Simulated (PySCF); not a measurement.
Mo(NMe)(S)(F)2 (CH₃F₂MoNS), SMILES C[N]=[Mo]([F])([F])=[S], multiplicity 1. Geometry: PBE-D3(BJ)/def2-SVP. The spin state was assumed, not searched. The structure was generated by enumeration; whether it is a known compound was not checked. The def2 effective core potentials stand for the cores of Mo; spin–orbit coupling is left out.

Computed equilibrium geometry at PBE-D3(BJ)/def2-SVP (PySCF confirms it by a frequency run) as a Z-matrix, and its point group:
point group Cs.
```
N
C 1 1.4195
H 2 1.1118 1 110.61
H 2 1.1118 3 108.14 1 121.27
H 2 1.1155 3 108.68 4 117.82
Mo 1 1.7253 2 156.17 3 -120.10
F 6 1.8644 1 107.21 2 116.61
F 6 1.8644 1 107.21 2 -116.61
S 6 2.1323 1 104.13 2 0.00
```
Charge 0, spin multiplicity 1.
